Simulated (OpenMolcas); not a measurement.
**What dynamic correlation does to the levels of Ar2+**

```yaml
Program: OpenMolcas 26.06
Basis: ANO-R3 [6s5p4d2f1g]
Scalar_Hamiltonian: X2C, finite nucleus
Active_space: 4 electrons in 3 orbitals (3p)
State_averaging: 2S+1 = 3 even, 3 roots; 2S+1 = 1 even, 6 roots
Spin-orbit_coupling: state interaction with AMFI integrals over the reference wave functions, term energies averaged over their components
```

Methods on the same reference wave functions:
A. CASSCF
B. SS-CASPT2, IPEA 0.25 Eh, imaginary shift 0.1 Eh (closed shells correlated: 2s 2p 3s)

Energies in eV above 3s2 3p4 3P2, the measured ground level; measured values from Saloman, J. Phys. Chem. Ref. Data 39, 033101 (2010).

```
      Level       A       B  Measured
3s2 3p4 3P2  0.0000  0.0000    0.0000
3s2 3p4 3P1  0.1291  0.1298    0.1379
3s2 3p4 3P0  0.1854  0.1848    0.1947
3s2 3p4 1D2  2.1063   1.758    1.7370
3s2 3p4 1S0  5.1496   4.289    4.1244
```

Deviations, from unrounded energies. A percentage is the sum of absolute deviations over the sum of measured energies, with the sign that they share, or ± where signs differ.

```json
{"Against measurement": "mean absolute deviation (cm-1)", "Levels": "4", "A": "2800", "B": "410"}
{"Against measurement": "fine structure of the ground term (%)", "Levels": "2", "A": "-5.5", "B": "-5.4"}
{"Against measurement": "other terms of the ground configuration (%)", "Levels": "2", "A": "+23.8", "B": "+3.2"}
```

B lies closest to measurement on these levels. The largest miss of B in the table is 3s2 3p4 1S0, by +1300 cm-1. The ranking rests on the paired levels alone, and a cruder setting can come out closer through cancelling errors.

From A to B the spin-free energies of the other terms of 3s2 3p4 shown, above 3P, scale by a factor of 0.83.

The lowest spin-free term lies below A's lowest term by 0.413 hartree in B.

CASPT2 breaks the degeneracy within a term, and the mean is taken; among the terms shown or strongly mixed into the levels shown the widest spread is 180 cm-1 (3s2 3p4 1D, B). With the s shell closed, the reference lacks s² → p² mixing. Computed and measured levels are paired by configuration, term and J; levels that our copy of the source lacks, or whose pairing is in doubt (as where it misses far off the trend of its configuration), stay unpaired and out of the deviations. Levels of configurations outside the active space are missing.
